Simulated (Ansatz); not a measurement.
H₄Se₂Si (`[SeH][SiH2][SeH]`), relaxed with RKS PBE0-D4/def2-TZVP in Ansatz 0.2.0 from a PBE-D4/def2-SVP geometry. The force threshold is 0.005 eV/Å; the program also tests the step.

The species carries charge 0 and has multiplicity 1.

Start:

```xyz
7

Se    1.238    0.723    1.422
Si    0.386   -0.146   -0.531
Se   -1.891   -0.478   -0.525
H     0.330    1.898    1.368
H     0.601    0.761   -1.710
H     1.159   -1.422   -0.711
H    -1.825   -1.335    0.686
```

```json
{"step": "1", "energy (eV)": "-138625.1264", "largest force (eV/Å)": "0.405", "largest move (Å)": "0.000"}
{"step": "2", "energy (eV)": "-138625.1492", "largest force (eV/Å)": "0.081", "largest move (Å)": "0.034"}
{"step": "3", "energy (eV)": "-138625.1502", "largest force (eV/Å)": "0.033", "largest move (Å)": "0.020"}
{"step": "4", "energy (eV)": "-138625.1507", "largest force (eV/Å)": "0.006", "largest move (Å)": "0.018"}
{"step": "5", "energy (eV)": "-138625.1507", "largest force (eV/Å)": "0.003", "largest move (Å)": "0.007"}
```

End:

```xyz
7

Se    1.221    0.715    1.399
Si    0.387   -0.146   -0.533
Se   -1.863   -0.474   -0.517
H     0.318    1.872    1.363
H     0.599    0.752   -1.694
H     1.145   -1.408   -0.706
H    -1.808   -1.312    0.688
```

Hardware: 4 threads of an Arm Neoverse V2 on a shared host. Wall time 13 s, peak host memory 0.47 GiB.
